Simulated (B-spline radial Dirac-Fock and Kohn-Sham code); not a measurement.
# Free-atom binding energies and absorption edges of Ag

Method: Dirac-Fock ΔSCF + Breit + QED. Computed with an atomic code on a B-spline grid. Correlation and solid-state effects are left out.

Two models are given for 1s2 2s2 2p6 3s2 3p6 3d10 4s2 4p6 4d10 5s1. In the first the electron is removed to infinity. In the second it is placed in the 5s shell, so that the atom stays neutral; this mimics a hole screened by valence charge, or the onset of absorption below the ionisation limit. The tabulated edges (Elam, Ravel and Sieber, Radiat. Phys. Chem. 63, 121 (2002)) refer to the element in its standard state, with the Fermi level as zero for a metal.

```tsv
level	ionised (eV)	screened (eV)	tabulated (eV)	ionised − table	screened − table
K	25521.1	25513.9	25514.0	+7.1	-0.1
L1	3820.4	3813.3	3806.0	+14.4	+7.3
L2	3532.7	3525.6	3524.0	+8.7	+1.6
L3	3359.9	3352.7	3351.0	+8.9	+1.7
M1	728.2	721.1	719.0	+9.2	+2.1
M2	613.5	606.3	603.8	+9.7	+2.5
M3	582.2	575.0	573.0	+9.2	+2.0
M4	380.7	373.5	374.0	+6.7	-0.5
M5	374.6	367.4	368.3	+6.3	-0.9
N2	73.46	66.20	63.70	+9.8	+2.5
N3	68.44	61.17	58.30	+10.1	+2.9
```

The screened model lies closer: the mean absolute deviations are 9.1 eV (ionised) and 2.2 eV (screened). Screening lowers the levels by 7.2 eV on average.
